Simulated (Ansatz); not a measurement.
Ansatz (an electronic-structure program) input (CCSD(T)/aug-cc-pV(D+d)Z):
A basis named .json is the Basis Set Exchange file of that set.

Ansatz 0.2 input:
```yaml
crystal:
  periodic: [false, false, false]
  atoms:
    - {symbol: Si, position_ang: [-0.71307527, -0.80913420, -0.80116529]}
    - {symbol: N, position_ang: [0.06268171, 0.28827822, 0.27447328]}
    - {symbol: C, position_ang: [0.69077450, 1.50019282, -0.21751711]}
    - {symbol: H, position_ang: [0.21629907, 1.82615025, -1.14399993]}
    - {symbol: H, position_ang: [0.58480838, 2.30835431, 0.51483902]}
    - {symbol: H, position_ang: [1.76489855, 1.37003377, -0.41386354]}
    - {symbol: C, position_ang: [0.58950760, -0.16044793, 1.54977381]}
    - {symbol: H, position_ang: [0.48226780, 0.62682696, 2.30435792]}
    - {symbol: H, position_ang: [0.04178494, -1.03564639, 1.90158786]}
    - {symbol: H, position_ang: [1.65539365, -0.42569923, 1.49719555]}
    - {symbol: H, position_ang: [0.20512855, -1.69242043, -1.57853446]}
    - {symbol: H, position_ang: [-1.49297882, -0.01645721, -1.78040128]}
    - {symbol: H, position_ang: [-1.59501299, -1.68968009, 0.00027982]}
basis:
  gaussian:
    orbitals: aug-cc-pV_D+d_Z.json
total_charge: 1
magnetization: {spin_polarized: true, initial_magnetization: 1}
correlation: {method: ccsd_t, electrons: outside_noble_gas}
```

Output:

```
Functional definition: HF
integrals: 1.26 GiB planned
1805 factors; integrals over basis functions are off by at most 7.8e-4 eV
mean field: 0.97 GiB planned
mean field evaluation 1: about -11531.2195 eV, gradient 3.7e1 eV
mean field evaluation 2: about -11531.2201 eV, gradient 3.7e1 eV
mean field evaluation 4: about -11539.9026 eV, gradient 5.0e0 eV
mean field evaluation 8: about -11540.5572 eV, gradient 2.7e-1 eV
mean field evaluation 16: about -11539.9026 eV, gradient 5.0e0 eV
mean field evaluation 32: about -11536.2750 eV, gradient 1.6e-1 eV
mean field evaluation 64: about -11536.0822 eV, gradient 6.4e-3 eV
mean field evaluation 96: about -11535.2549 eV, gradient 7.4e-3 eV
mean field -11540.55939224 eV, -424.1077351925 hartree, gradient 3.0e-6 eV, S^2 0.765792; 1 other end points of the search recorded, 0 dependent functions left out
8 core orbitals not correlated
reference -11540.55939224 eV, -424.1077351925 hartree; 13, 12 occupied and 161, 162 virtual orbitals, 1805 factors
second order -14.80358779 eV of doubles, -0.00000000 eV of singles
coupled cluster: 3.61 GiB planned
cycle   1  -16.08506199 eV  change    -1.3e0 eV  update   9.9e-2
cycle   2  -16.64265979 eV  change   -5.6e-1 eV  update   3.3e-2
cycle   3  -16.73633694 eV  change   -9.4e-2 eV  update   2.0e-2
cycle   4  -16.73923175 eV  change   -2.9e-3 eV  update   9.9e-3
cycle   5  -16.74077166 eV  change   -1.5e-3 eV  update   4.5e-3
cycle   6  -16.74175352 eV  change   -9.8e-4 eV  update   1.8e-3
cycle   7  -16.74192799 eV  change   -1.7e-4 eV  update   9.6e-4
cycle   8  -16.74214559 eV  change   -2.2e-4 eV  update   4.8e-4
cycle   9  -16.74211462 eV  change    3.1e-5 eV  update   2.3e-4
cycle  10  -16.74212125 eV  change   -6.6e-6 eV  update   7.0e-5
cycle  11  -16.74213678 eV  change   -1.6e-5 eV  update   2.5e-5
perturbative correction -0.50979960 eV, -0.0187347898 hartree
Total energy: -11557.81132862 eV, -424.7417321609 hartree
```

This state (charge 1, doublet) is run at the relaxed geometry of the species with charge 0 and multiplicity 1.
